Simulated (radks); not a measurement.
Problem. Species: the terbium ion Tb52+. Configuration: [Ne] 3s2 3p1. All-electron calculation, Dirac Kohn-Sham, exchange-only LDA, spin-unpolarised, spherical densities, point nucleus; open shells are shared between the two j in proportion to 2j + 1. Program: a radial shooting solver on a logarithmic mesh with Libxc functionals. Some entries of the table are withheld. Estimate them.

| orbital | occ. | eigenvalue (eV) | <1/r> (bohr^-1) |
|---|---|---|---|
| 1s1/2 | 2 | (1) | (2) |
| 2s1/2 | 2 | (3) | 17.74 |
| 2p1/2 | 2 | -11874.30 | 17.67 |
| 2p3/2 | 4 | -11104.83 | 15.57 |
| 3s1/2 | 2 | (4) | 7.208 |
| 3p1/2 | 0.333333 | -4828.609 | 7.141 |
| 3p3/2 | 0.666667 | -4625.498 | 6.576 |
| 3d3/2 | 0 | -4447.613 | (5) |
| 3d5/2 | 0 | -4398.412 | (6) |
| 4s1/2 | 0 | (7) | 3.851 |

Solution. 
(1) 1s1/2 eigenvalue (eV): -55630.46
(2) 1s1/2 <1/r> (bohr^-1): 73.09
(3) 2s1/2 eigenvalue (eV): -12243.99
(4) 3s1/2 eigenvalue (eV): -4960.419
(5) 3d3/2 <1/r> (bohr^-1): 6.440
(6) 3d5/2 <1/r> (bohr^-1): 6.299
(7) 4s1/2 eigenvalue (eV): -2652.551
